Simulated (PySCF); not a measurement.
**Relaxation of quartet Mg₃Se⁺**

Level of theory: UPBE0/[Se def2-SVP, Mg def2-SVP], no relativity, density fitting, PySCF. A (50,194) grid was used.

A start displaced from a saddle point along its imaginary mode, of C3v symmetry, held to at least that symmetry:

```xyz
4
charge 1 multiplicity 4, angstrom
Se    0.0000    0.0000   -0.2251
Mg    2.5639    0.0000    0.2500
Mg   -1.2820    2.2204    0.2500
Mg   -1.2820   -2.2204    0.2500
```

Optimiser trace:
```tsv
step	E − E(last) (kJ/mol)	largest gradient (Eh/bohr)
0	2.51	0.00363
1	1.91	0.00275
2	0.86	0.00074
3	0.58	0.00096
4	0.40	0.00253
5	0.17	0.00078
6	0.04	0.00036
7	0.04	0.00070
8	0.00	0.00006
```

It ends at C3v with Se–Mg 2.581 Å (×3); Mg–Se–Mg 110.0° (×3) (after a last refinement on a finer grid). A frequency run shows a minimum. Other isomers or separated fragments may lie lower.

Final geometry:
Coordinates in bohr (charge 1 multiplicity 4):
```
Se    0.0000    0.0000   -0.7170
Mg    4.6127    0.0000    0.8675
Mg   -2.3064    3.9947    0.8675
Mg   -2.3064   -3.9947    0.8675
```

At this level a broken-symmetry Ms = 1/2 minimum of Cs symmetry lies 11 kJ/mol below this structure.

The relaxation took roughly 60 core-seconds on a shared host.
